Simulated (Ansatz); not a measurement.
System: C3H3F3 (charge 0, singlet). 
Structure (B3LYP-D3(BJ)/def2-TZVP (Ansatz, a first-principles code) minimum search):
```
C
C 1 1.3220
H 2 1.0815 1 120.86
H 2 1.0816 3 117.53 1 -180.00
H 1 1.0828 2 122.61 3 0.00
C 1 1.4944 5 113.90 2 -180.00
F 6 1.3446 1 113.25 5 -180.00
F 6 1.3522 7 107.28 1 122.91
F 6 1.3522 7 107.28 8 114.18
```
Charge 0, spin multiplicity 1.

Atomisation energy built up term by term with Ansatz (kcal/mol; UHF references for open shells; valence terms freeze the core; atomic spin-orbit terms are left out). CBS(X,Y): correlation extrapolated as X^-3; Hartree-Fock from the larger set.

| term | basis | kcal/mol |
|---|---|---|
| Hartree-Fock | aug-cc-pVQZ | [?] |
| CCSD correlation | CBS(aug-cc-pVTZ,aug-cc-pVQZ) | 240.61 |
| (T) | CBS(aug-cc-pVTZ,aug-cc-pVQZ) | [?] |
| core correlation | cc-pwCVTZ | 3.46 |
| scalar relativity (X2C) | cc-pVTZ-DK against cc-pVTZ | -1.00 |
| sum: De |  | [?] |

Question: Some entries are withheld; supply them.

Answer: 
- Hartree-Fock, kcal/mol: 643.17
- (T), kcal/mol: 19.85
- sum: De, kcal/mol: 906.1
